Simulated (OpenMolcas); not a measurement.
## 4s² 4p along the 31-electron sequence

- Program: OpenMolcas 26.06
- Method: CASSCF
- Basis: ANO-RCC-VTZP
- Scalar Hamiltonian: DKH2, point nucleus
- Spin-orbit coupling: RASSI with atomic mean-field integrals over the reference wave functions, term energies averaged over their components

Active space for each ion: 1 electron in 3 orbitals (4p).

Computed levels in cm-1 above ²P°_1/2:

```json
{"Level": "²P°_3/2", "Ga": "738", "Ge+": "1543", "As2+": "2666", "Se3+": "4014", "Br4+": "5679", "Kr5+": "7546"}
{"Level": "weight of ²P° in the lowest level (%)", "Ga": "100", "Ge+": "100", "As2+": "100", "Se3+": "100", "Br4+": "100", "Kr5+": "100"}
```

Measured, with the error of the calculation in %. Measured levels: Ga, Ge+ from NIST Handbook of Basic Atomic Spectroscopic Data; As2+, Se3+, Br4+ from Moore, Atomic Energy Levels, vol. II, NSRDS-NBS 35 (1971 reprint of NBS Circular 467, 1952); Kr5+ from Saloman, J. Phys. Chem. Ref. Data 36, 215 (2007).

| Level | Ga | Ge+ | As2+ | Se3+ | Br4+ | Kr5+ |
| --- | --- | --- | --- | --- | --- | --- |
| ²P°_3/2 | 826 (-10.6) | 1767 (-12.7) | 2940 (-9.3) | 4376 (-8.3) | 6090 (-6.7) | 8110 (-7.0) |

The fine-structure level ²P°_3/2 changes by a factor of 10.2 from Ga to Kr5+. Its fourth root runs 5.21, 6.27, 7.19, 7.96, 8.68, 9.32, with steps per unit of Z of 1.06, 0.92, 0.77, 0.72, 0.64; equal steps would mean a (Z - σ)^4 law with constant σ.

With one active electron the reference holds no correlation, so core polarisation is missing. Computed and measured levels are paired by configuration, term and J; levels that our copy of the source lacks, or whose pairing is in doubt (as where it misses far off the trend of its configuration), stay unpaired and out of the deviations. Levels of configurations outside the active space are missing.

° marks odd parity.
